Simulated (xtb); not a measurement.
C₅H₁₅OSi₂ (SMILES C[Si](C)O[Si](C)(C)C), doublet, at a GFN2-xTB geometry; GFN0-xTB (xtb 6.7.1).

Input for xtb:
```
$ xtb coord --gfn 0 --uhf 1 --json

# file coord
$coord
      4.2252664588       3.5419219335       0.4672206114  c
      3.5158612496       0.1926335222      -0.6625689897  si
      4.4795388221      -2.2741913582       1.7837325390  c
      0.4745320184      -0.0310244086      -1.1456854670  o
     -2.4797719988      -0.2878469383      -0.2998519905  si
     -4.4148998329       1.1004488629      -2.9879967380  c
     -3.1980198790      -3.7782124566       0.1881284340  c
     -3.0137440297       1.5435509564       2.7555910193  c
      3.5981374685       4.9434887522      -0.8927078118  h
      6.2330812855       3.8175043981       0.7800548880  h
      3.2480383595       3.9104426218       2.2407366863  h
      6.4953864777      -2.2216026045       2.1556606681  h
      3.9987596336      -4.1708160792       1.1677168579  h
      3.4965645192      -1.9267996221       3.5590032057  h
     -4.0511509298       0.1137376833      -4.7488852661  h
     -3.9680119188       3.0801742335      -3.2868074138  h
     -6.4241459193       0.9658635131      -2.6002357843  h
     -2.1002366827      -4.5608439862       1.7354557057  h
     -5.1802367213      -4.0835177810       0.6167503121  h
     -2.7505164433      -4.8633819011      -1.4947231357  h
     -4.9777199882       1.4724259737       3.3435033738  h
     -1.8822216820       0.7833170844       4.2908974597  h
     -2.5060818808       3.5200831435       2.5329024803  h
$end
```

The log (banner, timings and long lists left out):

```
   ID    Z sym.   atoms
    1    6 c      1, 3, 6-8
    2   14 si     2, 5
    3    8 o      4
    4    1 h      9-23

           -------------------------------------------------
          |                Calculation Setup                |
           -------------------------------------------------

           -------------------------------------------------
          |                 G F N 0 - x T B                 |
           -------------------------------------------------

          ...................................................
          :                      SETUP                      :
          :.................................................:
          :  # basis functions                  74          :
          :  # atomic orbitals                  72          :
          :  # shells                           48          :
          :  # electrons                        49          :
          :  electronic temp.          300.0000000     K    :
          :  accuracy                    1.0000000          :
          :  -> integral cutoff          0.2500000E+02      :
          :  -> integral neglect         0.1000000E-07      :
          ...................................................

         :::::::::::::::::::::::::::::::::::::::::::::::::::::
         ::                     SUMMARY                     ::
         :::::::::::::::::::::::::::::::::::::::::::::::::::::
         :: total energy             -25.702941520082 Eh    ::
         :: gradient norm              0.024857893571 Eh/a0 ::
         :: HOMO-LUMO gap              2.884715667815 eV    ::
         ::.................................................::
         :: H0 energy                -25.883460225335 Eh    ::
         :: repulsion energy           0.381293306857 Eh    ::
         :: electrostat energy        -0.192112440266 Eh    ::
         :: -> Gsolv                   0.000000000000 Eh    ::
         ::    -> Gsasa                0.000000000000 Eh    ::
         ::    -> Gshift               0.000000000000 Eh    ::
         :: dispersion energy         -0.008662161337 Eh    ::
         :: short-range corr.         -0.000000000000 Eh    ::
         :: add. restraining           0.000000000000 Eh    ::
         :: total charge               0.000000000000 e     ::
         :::::::::::::::::::::::::::::::::::::::::::::::::::::

           -------------------------------------------------
          |                Property Printout                |
[...]
 Mol. C8AA /au·bohr⁸  :     217190.788490
 Mol. α(0) /au        :        131.969715

Wiberg/Mayer (AO) data.
largest (>0.10) Wiberg bond orders for each atom

 ---------------------------------------------------------------------------
     #   Z sym  total        # sym  WBO       # sym  WBO       # sym  WBO
 ---------------------------------------------------------------------------
     1   6 c    3.924 --     2 si   0.993    10 h    0.960     9 h    0.958
                            11 h    0.952
     2  14 si   3.368 --     4 o    1.128     1 c    0.993     3 c    0.992
     3   6 c    3.924 --     2 si   0.992    12 h    0.961    13 h    0.958
                            14 h    0.952
     4   8 o    2.300 --     2 si   1.128     5 si   1.042
     5  14 si   4.192 --     4 o    1.042     6 c    0.958     7 c    0.956
                             8 c    0.954
     6   6 c    3.900 --    17 h    0.961    16 h    0.959    15 h    0.959
                             5 si   0.958
     7   6 c    3.899 --    19 h    0.962    18 h    0.960    20 h    0.959
                             5 si   0.956
     8   6 c    3.900 --    21 h    0.962    23 h    0.960    22 h    0.959
                             5 si   0.954
     9   1 h    0.989 --     1 c    0.958
    10   1 h    0.988 --     1 c    0.960
    11   1 h    0.983 --     1 c    0.952
    12   1 h    0.988 --     3 c    0.961
    13   1 h    0.989 --     3 c    0.958
    14   1 h    0.983 --     3 c    0.952
    15   1 h    0.985 --     6 c    0.959
    16   1 h    0.984 --     6 c    0.959
    17   1 h    0.983 --     6 c    0.961
    18   1 h    0.984 --     7 c    0.960
    19   1 h    0.984 --     7 c    0.962
    20   1 h    0.985 --     7 c    0.959
    21   1 h    0.985 --     8 c    0.962
    22   1 h    0.985 --     8 c    0.959
    23   1 h    0.985 --     8 c    0.960
 ---------------------------------------------------------------------------

Topologies differ in total number of bonds
Writing topology from bond orders to xtbtopo.mol

 dipole moment from electron density (au)
     X       Y       Z
   0.0614  -0.0369   0.0527  total (Debye):    0.226

           -------------------------------------------------
          | TOTAL ENERGY              -25.702941520082 Eh   |
          | GRADIENT NORM               0.024857893571 Eh/α |
          | HOMO-LUMO GAP               2.884715667815 eV   |
           -------------------------------------------------

normal termination of xtb
```
